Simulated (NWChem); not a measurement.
BHOBr$_{2}$; SMILES OB(Br)Br

```xyz
5

B      0.6483     0.0143     0.0000
Br    -0.3096    -1.6571     0.0000
Br    -0.3049     1.6679     0.0000
O      1.9839     0.0471     0.0000
H      2.3929    -0.8269     0.0000
```
Atoms are numbered in this order, from 1.

Results from NWChem. Medium grid unless said otherwise, to which SCAN and Minnesota functionals are sensitive. All runs use the structure optimised with PBE0/def2-SVP.

Order these by “highest occupied level (eV)”, lowest first: BP86/def2-TZVP; B3LYP/def2-TZVP; LRC-wPBEh/def2-TZVP; MN15/def2-TZVP.

LRC-wPBEh/def2-TZVP (-10.19), MN15/def2-TZVP (-9.03), B3LYP/def2-TZVP (-8.06), BP86/def2-TZVP (-7.15)
